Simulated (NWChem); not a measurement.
Molecule: C2H7NSn; SMILES C=[CH][SnH2][NH2]

```xyz
11

Sn    -0.3010     0.3358    -0.0024
N      1.1701     1.7586     0.1287
C      0.3966    -1.6294    -0.5109
C      0.3240    -2.6571     0.3404
H     -1.3819     0.9344    -1.1920
H     -1.0185     0.2337     1.5526
H      1.9356     1.4814     0.7414
H      1.5812     1.9834    -0.7761
H      0.8341    -1.7993    -1.5034
H     -0.1020    -2.5559     1.3461
H      0.6851    -3.6592     0.0762
```
Atoms are numbered in this order, from 1.

Program: NWChem. Structure relaxed at the PBE0/def2-SVP level. No frequency run checked for a minimum. def2 effective core potentials on Sn; no spin-orbit coupling. B3LYP is NWChem's, with the RPA form of VWN correlation. Vertical excitations in the gas phase; the lowest state need not have the same character in each row.

For level B3LYP/def2-SVP, full TDDFT:

```yaml
lowest excitation, singlet (eV): 5.09
oscillator_strength_of_that_lowest_state: 0.040
orbital gap (eV): 5.98
```

Task: Estimate the same quantities for level PBE/def2-SVP, full TDDFT.

Result: 
| Property | Result |
|---|---|
| lowest excitation, singlet (eV) | 4.26 |
| oscillator strength of that lowest state | 0.024 |
| orbital gap (eV) | 4.08 |
